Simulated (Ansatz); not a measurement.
`C=C([SiH3])C[SiH3]` + CH₄ → `C=C([SiH3])CC` + SiH₄ at 500 K and 1 bar (formal exchange of groups at a C–Si bond).

Isolated molecules relaxed with PBE0-D4/def2-TZVP in Ansatz; ΔE leaves out vibrations. CBS: MP2 limit from def2 TZ/QZ plus the TZ coupled-cluster correction, frozen cores. This one scheme is used for every species. One conformer a species, not always the lowest.

| species | CCSD(T)/CBS energy (Eh) | H − E (kJ/mol) | S (J/(mol·K)) |
| --- | --- | --- | --- |
| `C=C([SiH3])C[SiH3]` | -698.30281 | 347.1 | 457.9 |
| CH₄ | -40.46206 | 135.6 | 206.8 |
| `C=C([SiH3])CC` | -447.28557 | 377.3 | 428.5 |
| SiH₄ | -291.46306 | 102.4 | 230.9 |

H − E and S are ideal-gas, rigid-rotor, harmonic terms from PBE0-D4/def2-TZVP, for one conformer and one mirror image of each species. 1 Eh = 2625.50 kJ/mol, R = 8.31446 J/(mol·K).

Problem. By hand: ΔE, ΔH, ΔS and ΔG.

Solution. ΔE = (-447.28557) + (-291.46306) − (-698.30281) − (-40.46206) = 0.01624 Eh = 42.6 kJ/mol. Δ(H − E) = 377.3 + 102.4 − 347.1 − 135.6 = -3.0, so ΔH = 39.6 kJ/mol. ΔS = 428.5 + 230.9 − 457.9 − 206.8 = -5.3 J/(mol·K). ΔG = 39.6 − 500 × (-5.3)/1000 = 42.2 kJ/mol.

Problem. By hand: the equilibrium constant, and the temperature at which ΔG would vanish if ΔH and ΔS stayed fixed.

Solution. log₁₀ K = −ΔG/(RT ln 10) = -4.4. ΔH and −TΔS have one sign here, so there is no such temperature. One of them is within its doubt of zero, so this could turn.

The number of gas molecules stays the same, so ΔS is small and ΔH decides. A doubt of 5 kJ/mol in ΔE shifts log₁₀ K by 0.5 here. Other conformers and mirror images would add mixing entropy, several J/(mol·K) or more a flexible species. Modes under 60 cm⁻¹, often nearly free rotors, make the harmonic entropy too high. These are equilibria of isolated gas molecules and say nothing of rates. Largest T1 diagnostic: 0.011 (customary marks: 0.02 for closed shells, 0.045 for open ones).
